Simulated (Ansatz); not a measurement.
Consider the formal exchange of groups at the Al–N bond: `C=[N][Al]([SiH3])[SiH3]` + fluoromethane → `F[CH2][Al]([SiH3])[SiH3]` + `C=N`.

Calculated with Ansatz (gas phase, PBE0-D4/def2-TZVP geometries, no zero-point term in ΔE). CCSD(T)/CBS adds triple-zeta CCSD(T) − MP2 to the extrapolated MP2 energy (def2 sets, frozen cores). This one scheme is used for every species. One conformer a species, not always the lowest.

`C=[N][Al]([SiH3])[SiH3]`:

Cartesian coordinates in Å:
```
C 0.817 -2.592 0.854
N 0.460 -1.461 0.481
Al -0.041 0.131 -0.043
Si -2.393 0.691 0.348
Si 1.699 1.512 -1.074
H 1.203 -2.784 1.866
H 0.768 -3.472 0.196
H -3.077 1.070 -0.922
H -3.152 -0.443 0.949
H -2.521 1.858 1.269
H 3.033 0.848 -1.055
H 1.835 2.822 -0.373
H 1.368 1.819 -2.497
```

`CF`:

```xyz
5

C     0.041    0.040   -0.020
F    -0.884   -0.874    0.430
H     0.741   -0.461   -0.692
H     0.580    0.454    0.836
H    -0.478    0.840   -0.553
```

`F[CH2][Al]([SiH3])[SiH3]`:

Z-matrix (Å, degrees):
```
C
Al 1 1.986
F 1 1.399 2 112.0
H 1 1.099 2 111.7 3 120.9
H 1 1.099 2 111.7 3 -120.9
Si 2 2.461 1 118.0 3 180.0
Si 2 2.456 1 118.3 3 -0.1
H 6 1.491 2 113.6 1 -0.0
H 6 1.492 2 110.5 1 120.8
H 6 1.492 2 110.5 1 -120.9
H 7 1.490 2 112.5 1 179.1
H 7 1.491 2 110.5 1 -60.5
H 7 1.491 2 110.7 1 58.6
```

`C=N`:

```xyz
5

C    -0.234   -0.246   -0.192
N     0.900    0.209    0.116
H    -1.188    0.133    0.193
H    -0.294   -1.079   -0.895
H     0.816    0.982    0.777
```

| level | ΔE (eV) |
| --- | --- |
| SCS-MP2/def2-TZVPP | 1.20 |
| CCSD/CBS(def2) | 1.12 |

(1) What does CCSD(T)/CBS give? (Best estimate.)

Largest T1 diagnostic among the species: 0.016.

Answers

(1) The calculation gave: +1.13 eV. The listed levels differ from it by 0.07, -0.01 eV.
